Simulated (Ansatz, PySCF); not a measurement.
Se(SMe)(SiH3) (CH6SSeSi), SMILES CS[Se][SiH3]. Atoms are numbered in the order given.

```xyz
10

Se    -0.0543    -0.1525     0.9902
S      1.3497     0.6552    -0.5732
C      1.7297    -0.8511    -1.5329
H      2.2311    -1.6026    -0.9079
H      2.4126    -0.5296    -2.3351
H      0.8209    -1.2760    -1.9815
Si    -1.9326     0.1980    -0.3000
H     -1.7982    -0.5289    -1.5933
H     -2.1285     1.6494    -0.5605
H     -3.0920    -0.3457     0.4661
```
Charge 0, spin multiplicity 1.

The structure is a stationary point at B3LYP-D3(BJ)/def2-SVP. This is a generated structure with no PubChem entry under its InChIKey; it may be hypothetical. One conformer was computed; it need not be the lowest.

Two levels are set side by side: PBE-D3(BJ)/def2-SVP (Ansatz, an electronic-structure program) and B3LYP-D3(BJ)/def2-SVP (Ansatz). Each level has its own optimised geometry; the coordinates shown are those of the second. Frequencies come from the Hessian of PySCF at each geometry. Differences are taken from unrounded values.

```
quantity                            B3LYP-D3(BJ)
----------------------------------  ------------
mean bond length (Å)                       1.572
bond Se1–S2 (Å)                            2.251
bond Se1–Si7 (Å)                           2.306
bond S2–C3 (Å)                             1.826
bond C3–H4 (Å)                             1.099
bond C3–H5 (Å)                             1.101
bond C3–H6 (Å)                             1.099
bond Si7–H8 (Å)                            1.490
bond Si7–H9 (Å)                            1.487
bond Si7–H10 (Å)                           1.492
highest harmonic wavenumber (cm⁻¹)          3155
mean harmonic wavenumber (cm⁻¹)             1181
zero-point energy (kcal/mol)               40.51
```

Question: What does PBE-D3(BJ) give, and how far is it from B3LYP-D3(BJ)? (The exact figures need the calculation; the answer reports its results.)

Answer: 
```
quantity                            PBE-D3(BJ)  PBE-D3(BJ) minus B3LYP-D3(BJ)
----------------------------------  ----------  -----------------------------
mean bond length (Å)                     1.580                          0.007
bond Se1–S2 (Å)                          2.248                         -0.003
bond Se1–Si7 (Å)                         2.307                          0.002
bond S2–C3 (Å)                           1.825                         -0.001
bond C3–H4 (Å)                           1.107                          0.008
bond C3–H5 (Å)                           1.110                          0.008
bond C3–H6 (Å)                           1.107                          0.008
bond Si7–H8 (Å)                          1.504                          0.014
bond Si7–H9 (Å)                          1.501                          0.014
bond Si7–H10 (Å)                         1.507                          0.014
highest harmonic wavenumber (cm⁻¹)        3092                            -62
mean harmonic wavenumber (cm⁻¹)           1145                            -35
zero-point energy (kcal/mol)             39.30                          -1.21
```

GGA bonds tend to be longer and softer than those of functionals with exact exchange. Differences between two approximate levels are no errors against the true value.
